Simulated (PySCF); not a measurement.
Electronic absorption of C5H8NOP

Species: C5H8NOP.
Structure used (GFN2-xTB), in Å, numbered top down from 1:
```xyz
16
C5H8NOP angstrom
C     -1.5270    1.1311    0.0594
N     -0.7964   -0.0940   -0.1626
C     -1.5010   -1.3151    0.1449
C      0.5544   -0.0881    0.1087
C      1.3486    1.0187    0.2458
O      2.6563    0.7708    0.4224
C      2.9048   -0.5351    0.4387
P      1.5569   -1.5674    0.2404
H     -1.0804    1.9304   -0.5309
H     -1.5354    1.4347    1.1147
H     -2.5543    0.9921   -0.2737
H     -0.9885   -2.1488   -0.3379
H     -1.5484   -1.5145    1.2242
H     -2.5149   -1.2539   -0.2484
H      1.0827    2.0588    0.2293
H      3.9353   -0.8107    0.5810
```

Level of theory: TDDFT wB97X-D/def2-SVPD, vertical, gas phase, core orbitals frozen in the response (PySCF).

```json
{"state": "S1", "E (eV)": "4.47", "ν̃ (cm⁻¹)": "36090", "f": "0.048", "main configurations (H = HOMO, L = LUMO)": "H→L (98%)"}
{"state": "S2", "E (eV)": "5.51", "ν̃ (cm⁻¹)": "44420", "f": "0.025", "main configurations (H = HOMO, L = LUMO)": "H-1→L (69%), H→L+1 (17%), H→L+3 (9%)"}
{"state": "S3", "E (eV)": "5.74", "ν̃ (cm⁻¹)": "46280", "f": "0.088", "main configurations (H = HOMO, L = LUMO)": "H→L+1 (64%), H-1→L (17%)"}
{"state": "S4", "E (eV)": "5.96", "ν̃ (cm⁻¹)": "48040", "f": "0.031", "main configurations (H = HOMO, L = LUMO)": "H→L+2 (65%)"}
{"state": "S5", "E (eV)": "6.02", "ν̃ (cm⁻¹)": "48590", "f": "0.0089", "main configurations (H = HOMO, L = LUMO)": "H-2→L (90%)"}
{"state": "S6", "E (eV)": "6.26", "ν̃ (cm⁻¹)": "50480", "f": "0.175", "main configurations (H = HOMO, L = LUMO)": "H→L+3 (64%), H-1→L+2 (13%)"}
{"state": "S7", "E (eV)": "6.34", "ν̃ (cm⁻¹)": "51160", "f": "0.033", "main configurations (H = HOMO, L = LUMO)": "H-1→L+2 (56%), H-1→L+5 (17%), H→L+3 (12%)"}
{"state": "S8", "E (eV)": "6.70", "ν̃ (cm⁻¹)": "54030", "f": "0.012", "main configurations (H = HOMO, L = LUMO)": "H→L+4 (41%), H→L+5 (26%)"}
```

Triplets, Tamm–Dancoff:

| state | E (eV) | λ (nm) | main configurations (H = HOMO, L = LUMO) |
| --- | --- | --- | --- |
| T1 | 3.30 | 376.0 | H-1→L (67%), H→L (27%) |
| T2 | 3.79 | 326.7 | H→L (60%), H-1→L (30%) |
| T3 | 4.64 | 267.4 | H→L+3 (66%), H→L+1 (17%) |

The lowest singlet lies at 4.47 eV (277 nm, ultraviolet) and is of moderate strength; its leading configuration is HOMO→LUMO (98%). The strongest level in the table is S6 at 6.26 eV (198 nm, f = 0.175). Löwdin shares by element: HOMO nitrogen 34%, carbon 32% or more, oxygen 8% (atoms not listed hold the other 25%); LUMO carbon 37% or more, phosphorus 34%, oxygen 16%. The listed states span 2.22 eV, and the widest gap between neighbours is 1.03 eV (S1 to S2). Orbital energies (eV): HOMO-3 -10.83, HOMO-2 -9.97, HOMO-1 -8.60, HOMO -7.57, LUMO 0.97, LUMO+1 2.21, LUMO+2 2.49. Of the 8 states listed, 7 reach f = 0.01 and none stays under 0.0005. Singlets were solved by full linear response, triplets in the Tamm–Dancoff approximation.
